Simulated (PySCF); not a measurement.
SMILES [Br][Zn][Br] at its PBE0/def2-SVP optimised geometry (Å):

```
3

Zn     0.0000    -0.0029     0.0000
Br     2.2303    -0.0029     0.0000
Br    -2.2303     0.0029    -0.0005
```

Level of theory: PBE0/def2-TZVP (PySCF 2.14.0). Cells within 0.4 Å of a nucleus heavier than hydrogen are left out (blank, or x).

Map of the electrostatic potential (hartree/e), clipped to [-0.08, 0.12] on the plane z = 0.0 Å:

```
|0000000000011111111100000000000|
|0000000000111111111110000000000|
|0000000000111111111110000000000|
|0000000000111111111110000000000|
|0000000000111111111110000000000|
|0000000000111122211110000000000|
|0000000000111222221110000000000|
|0000000000112233322110000000000|
|0000000000112344432210000000000|
|0000000000123567653210000000000|
|0000012222235899985322221100000|
|0001248999669999999669998421000|
|0012699999999999999999999962100|
|0125999999999999999999999995210|
|0127999xx999999x999999xx9997210|
|0138999xx99999xxx99999xx9998310|
|0127999xx999999x999999xx9997210|
|0125999999999999999999999995210|
|0012699999999999999999999962100|
|0001248999669999999669998421000|
|0000011222235899985322222100000|
|0000000000124567653210000000000|
|0000000000122344432210000000000|
|0000000000112233322110000000000|
|0000000000111222221110000000000|
|0000000000111122211110000000000|
|0000000000111111111110000000000|
|0000000000111111111110000000000|
|0000000000111111111110000000000|
|0000000000111111111110000000000|
|0000000000011111111100000000000|
```
Scale: ten equal steps from -0.010 (start of '0') to 0.120 (end of '9'), in the order '0123456789'; x runs from -4.50 to 4.50, y from -4.50 (bottom) to 4.50 (top).
